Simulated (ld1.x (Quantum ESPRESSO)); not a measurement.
Cutoff test, Ru, TM

ld1.x (Quantum ESPRESSO) 7.5 input, shortened:

```
&input
   title='Ru', zed=44., rel=2, dft='PBESOL', iswitch=3,
   config='[Kr] 4d7 5s1 5p0', rel_dist='average'
 /
 &inputp
   pseudotype=2, tm=.true., lloc=0,
   nlcc=.false.
 /
3
5P  2  1   0.00   0.00  2.90  2.90  0.0
4D  3  2   7.00   0.00  1.90  1.90  0.0
5S  1  0   1.00   0.00  2.40  2.40  0.0
 &test
   configts(1)='4d7 5s1 5p0'
 /
```

Open shells are filled in proportion to 2j + 1 (rel_dist='average').

The pseudo-atom Hamiltonian at the reference potential is diagonalised in spherical Bessel functions j_l(qr) that vanish at 20 bohr, with q² up to the cutoff. All-electron valence levels (Ry): 5p1/2 -0.0691, 5p3/2 -0.0612, 4d3/2 -0.3978, 4d5/2 -0.3741, 5s -0.3137.

Question: How do the lowest levels (Ry) of each channel move with the cutoff, and are there ghosts?

Answer:

```json
{"cutoff (Ry)": "8", "p1/2 #1": "-0.0690", "p1/2 #2": "0.0519", "p3/2 #1": "-0.0610", "d3/2 #1": "0.0546", "d5/2 #1": "0.0545", "d5/2 #2": "0.1301", "s #1": "-0.3105", "s #2": "0.0106", "f #1": "0.1091", "f #2": "0.2339", "Σ f·Δε (mRy)": "3070.2"}
{"cutoff (Ry)": "15", "p1/2 #1": "-0.0690", "p1/2 #2": "0.0519", "p3/2 #1": "-0.0611", "d3/2 #1": "0.0426", "d5/2 #1": "0.0417", "d5/2 #2": "0.0932", "s #1": "-0.3131", "s #2": "0.0104", "f #1": "0.1091", "f #2": "0.2339", "Σ f·Δε (mRy)": "2980.3"}
{"cutoff (Ry)": "25", "p1/2 #1": "-0.0691", "p1/2 #2": "0.0519", "p3/2 #1": "-0.0611", "d3/2 #1": "-0.2534", "d5/2 #1": "-0.2414", "d5/2 #2": "0.0615", "s #1": "-0.3136", "s #2": "0.0103", "f #1": "0.1091", "f #2": "0.2339", "Σ f·Δε (mRy)": "961.9"}
{"cutoff (Ry)": "35", "p1/2 #1": "-0.0691", "p1/2 #2": "0.0519", "p3/2 #1": "-0.0611", "d3/2 #1": "-0.3777", "d5/2 #1": "-0.3561", "d5/2 #2": "0.0606", "s #1": "-0.3137", "s #2": "0.0103", "f #1": "0.1091", "f #2": "0.2339", "Σ f·Δε (mRy)": "132.0"}
{"cutoff (Ry)": "50", "p1/2 #1": "-0.0691", "p1/2 #2": "0.0519", "p3/2 #1": "-0.0611", "d3/2 #1": "-0.3976", "d5/2 #1": "-0.3739", "d5/2 #2": "0.0605", "s #1": "-0.3137", "s #2": "0.0103", "f #1": "0.1091", "f #2": "0.2339", "Σ f·Δε (mRy)": "1.7"}
{"cutoff (Ry)": "70", "p1/2 #1": "-0.0691", "p1/2 #2": "0.0519", "p3/2 #1": "-0.0611", "d3/2 #1": "-0.3977", "d5/2 #1": "-0.3741", "d5/2 #2": "0.0605", "s #1": "-0.3137", "s #2": "0.0103", "f #1": "0.1091", "f #2": "0.2339", "Σ f·Δε (mRy)": "0.6"}
{"cutoff (Ry)": "400", "p1/2 #1": "-0.0691", "p1/2 #2": "0.0519", "p3/2 #1": "-0.0611", "d3/2 #1": "-0.3978", "d5/2 #1": "-0.3741", "d5/2 #2": "0.0605", "s #1": "-0.3137", "s #2": "0.0103", "f #1": "0.1091", "f #2": "0.2339", "Σ f·Δε (mRy)": "0.0"}
```

Result: no extra level below or beside the all-electron valence levels (p1/2, p3/2, d3/2, d5/2, s, f tested); 10 mRy is reached at 50 Ry and 1 mRy at 55 Ry.

Its largest configuration-test error is -1079 meV.
